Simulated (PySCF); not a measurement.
## How methods differ on the ionisation energy of B⁺

B⁺ [He] 2s2 (1S) → B²⁺ [He] 2s1 (2S), as a difference of total energies. Calculation: PySCF 2.14, in cc-pVTZ-DK (4s3p2d1f, 30 functions); the spin-free X2C one-electron Hamiltonian (Gaussian nucleus). Correlated levels: valence: 1s2 frozen. The calculations carry no spin-orbit coupling.

```json
{"method": "UHF", "ionisation energy (eV)": "23.445"}
{"method": "r2SCAN", "ionisation energy (eV)": "24.253"}
{"method": "TPSS", "ionisation energy (eV)": "24.655"}
{"method": "MP2 (valence)", "ionisation energy (eV)": "24.421"}
{"method": "SCS-MP2 (valence)", "ionisation energy (eV)": "24.617"}
{"method": "CCSD (valence)", "ionisation energy (eV)": "25.071"}
```

Problem. How much does correlation contribute at MP2 (valence)?

Solution. 24.421 − (23.445) = 0.976 eV, measured against UHF.

Errors of the correlated levels include the incompleteness of this basis and the frozen core.

With two correlated electrons CCSD is exact in that space.

The coupled-cluster amplitudes are large for B⁺ (T1 above 0.03 or a double amplitude above 0.15), so a single reference is strained.

For comparison: 25.155 eV (measured; NIST Atomic Spectra Database, ionization energies).
